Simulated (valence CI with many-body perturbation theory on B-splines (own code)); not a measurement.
**Ti¹⁵⁺: electric-dipole lines**

Computed by configuration interaction combined with many-body perturbation theory (CI+MBPT): five valence electrons over a frozen Dirac-Fock core [He], a basis of 9 s, 9 p, 8 d, 6 f, 3 g, 1 h functions for each j, with the one-electron correlation potential Σ1 (screened to all orders), the two-electron term Σ2, the three-electron term Σ3, Breit, model QED; selected single and double excitations, second order for the rest (own B-spline code, finite nucleus).

No measured spectrum was set against this ion. As an estimate, levels of excited configurations hold to 0.05 to 0.15 % of their energy, terms of the ground configuration to about 0.5 %. Among the levels kept, up to 1900 cm⁻¹ of a level comes from second order outside the variational space, and about a tenth of that is noise between levels of different J, which matters for small intervals.

Lines 101 to 150 of 274 in falling wavelength, among levels below 668.05 eV, chosen from the strongest by gf and those to the six lowest levels. Wavelengths and rates use the calculated energies, so an error of 500 cm⁻¹ moves a line at 163.6 Å by 0.082 % and its rate by three times that or more. Electric multipoles are in the length gauge, E1 and E2 with the static RPA response of the core. Weak lines are less certain than strong ones. Lines between different terms over intervals too small for the method are left out, as are lines whose strength nearly cancels.

Names give the largest LS component (configuration and term), which can be under half, so a name can repeat, a term be missing and a line seem to break the LS rules; names also repeat where a configuration has a term twice. Letters in brackets count levels of one name in rising energy.

| λ vac (Å) | Upper | Lower | A (s⁻¹) | S (a.u.) |
| --- | --- | --- | --- | --- |
| 163.6 | 2p5 2P°_1/2 | 2s.2p4 2P_3/2 | 1.62e+10 | 7.00e-02 |
| 162.4 | 2s.2p4 2D_3/2 | 2s2.2p3 2P°_1/2 | 2.30e+09 | 1.95e-02 |
| 161.1 | 2s.2p4 4P_3/2 | 2s2.2p3 4S°_3/2 | 1.06e+10 | 8.78e-02 |
| 157.7 | 2s.2p4 4P_1/2 | 2s2.2p3 4S°_3/2 | 1.16e+10 | 4.48e-02 |
| 146.5 | 2s.2p4 2D_3/2 | 2s2.2p3 2D°_5/2 | 5.13e+08 | 3.18e-03 |
| 145.6 | 2s.2p4 2D_5/2 | 2s2.2p3 2D°_5/2 | 2.04e+10 | 1.87e-01 |
| 143.4 | 2s.2p4 2D_3/2 | 2s2.2p3 2D°_3/2 | 2.44e+10 | 1.42e-01 |
| 142.6 | 2s.2p4 2D_5/2 | 2s2.2p3 2D°_3/2 | 4.15e+07 | 3.56e-04 |
| 138.8 | 2p5 2P°_3/2 | 2s.2p4 2D_5/2 | 2.98e+10 | 1.57e-01 |
| 138.7 | 2s.2p4 2S_1/2 | 2s2.2p3 2P°_3/2 | 6.29e+09 | 1.65e-02 |
| 138.0 | 2p5 2P°_3/2 | 2s.2p4 2D_3/2 | 7.54e+09 | 3.91e-02 |
| 134.7 | 2s.2p4 2S_1/2 | 2s2.2p3 2P°_1/2 | 2.37e+10 | 5.70e-02 |
| 132.0 | 2s.2p4 2P_3/2 | 2s2.2p3 2P°_3/2 | 8.44e+09 | 3.83e-02 |
| 129.0 | 2p5 2P°_1/2 | 2s.2p4 2D_3/2 | 3.30e+10 | 7.00e-02 |
| 128.3 | 2s.2p4 2P_3/2 | 2s2.2p3 2P°_1/2 | 4.95e+09 | 2.06e-02 |
| 124.7 | 2s.2p4 2P_1/2 | 2s2.2p3 2P°_3/2 | 5.40e+10 | 1.03e-01 |
| 122.9 | 2s.2p4 2D_3/2 | 2s2.2p3 4S°_3/2 | 1.38e+08 | 5.07e-04 |
| 121.5 | 2s.2p4 2P_1/2 | 2s2.2p3 2P°_1/2 | 4.57e+09 | 8.09e-03 |
| 121.3 | 2s.2p4 2S_1/2 | 2s2.2p3 2D°_3/2 | 2.24e+10 | 3.94e-02 |
| 118.1 | 2s.2p4 2P_3/2 | 2s2.2p3 2D°_5/2 | 6.72e+10 | 2.19e-01 |
| 116.1 | 2s.2p4 2P_3/2 | 2s2.2p3 2D°_3/2 | 1.29e+10 | 3.99e-02 |
| 110.5 | 2s.2p4 2P_1/2 | 2s2.2p3 2D°_3/2 | 3.08e+10 | 4.10e-02 |
| 106.3 | 2s.2p4 2S_1/2 | 2s2.2p3 4S°_3/2 | 3.27e+08 | 3.88e-04 |
| 105.4 | 2p5 2P°_3/2 | 2s.2p4 4P_5/2 | 7.70e+08 | 1.78e-03 |
| 102.3 | 2s.2p4 2P_3/2 | 2s2.2p3 4S°_3/2 | 1.03e+09 | 2.19e-03 |
| 22.89 | 2s2.2p2.3p 4D°_3/2 | 2s.2p4 4P_5/2 | 4.52e+09 | 1.07e-04 |
| 22.76 | 2s2.2p2.3p 4P°_3/2 | 2s.2p4 4P_5/2 | 2.39e+10 | 5.55e-04 |
| 22.68 | 2s2.2p2.3p 4P°_5/2 | 2s.2p4 4P_5/2 | 1.54e+10 | 5.33e-04 |
| 22.65 | 2s2.2p2.3p 4D°_7/2 | 2s.2p4 4P_5/2 | 1.39e+09 | 6.36e-05 |
| 22.64 | 2s2.2p2.3p 2D°_3/2 [a] | 2s.2p4 4P_5/2 | 1.28e+10 | 2.93e-04 |
| 22.52 | 2s2.2p2.3p 4S°_3/2 | 2s.2p4 4P_5/2 | 8.47e+10 | 1.91e-03 |
| 22.46 | 2s2.2p2.3p 2D°_5/2 [a] | 2s.2p4 4P_5/2 | 8.59e+09 | 2.88e-04 |
| 22.44 | 2s2.2p2.3p 2P°_3/2 [a] | 2s.2p4 4P_5/2 | 1.41e+09 | 3.14e-05 |
| 22.13 | 2s.2p3.3s 6S°_5/2 | 2s.2p4 4P_5/2 | 3.81e+09 | 1.22e-04 |
| 22.04 | 2s2.2p2.3p 2D°_3/2 [b] | 2s.2p4 4P_5/2 | 3.34e+09 | 7.07e-05 |
| 21.85 | 2s2.2p2.3s 4P_1/2 | 2s2.2p3 2P°_1/2 | 5.17e+09 | 5.32e-05 |
| 21.82 | 2s2.2p2.3s 4P_3/2 | 2s2.2p3 2P°_3/2 | 5.83e+09 | 1.20e-04 |
| 21.82 | 2s.2p3.3s 4S°_3/2 | 2s.2p4 4P_3/2 | 3.37e+11 | 6.90e-03 |
| 21.81 | 2s2.2p2.3p 2P°_3/2 [b] | 2s.2p4 4P_5/2 | 2.38e+10 | 4.87e-04 |
| 21.70 | 2s2.2p2.3s 2P_1/2 | 2s2.2p3 2P°_3/2 | 1.76e+10 | 1.77e-04 |
| 21.67 | 2s.2p3.3s 4S°_3/2 | 2s.2p4 4P_5/2 | 6.16e+11 | 1.24e-02 |
| 21.60 | 2s2.2p2.3s 2P_1/2 | 2s2.2p3 2P°_1/2 | 3.82e+11 | 3.80e-03 |
| 21.59 | 2s2.2p2.3p 2P°_3/2 [c] | 2s.2p4 4P_5/2 | 1.38e+10 | 2.75e-04 |
| 21.57 | 2s2.2p2.3s 2P_3/2 | 2s2.2p3 2P°_3/2 | 3.20e+11 | 6.33e-03 |
| 21.47 | 2s2.2p2.3s 2P_3/2 | 2s2.2p3 2P°_1/2 | 2.53e+11 | 4.95e-03 |
| 21.46 | 2s2.2p2.3s 4P_1/2 | 2s2.2p3 2D°_3/2 | 6.88e+10 | 6.71e-04 |
| 21.41 | 2s2.2p2.3s 4P_3/2 | 2s2.2p3 2D°_5/2 | 2.66e+10 | 5.16e-04 |
| 21.34 | 2s2.2p2.3s 4P_3/2 | 2s2.2p3 2D°_3/2 | 1.49e+10 | 2.86e-04 |
| 21.30 | 2s2.2p2.3s 4P_5/2 | 2s2.2p3 2D°_5/2 | 5.28e+10 | 1.51e-03 |
| 21.27 | 2s2.2p2.3s 2D_5/2 | 2s2.2p3 2P°_3/2 | 1.61e+11 | 4.59e-03 |
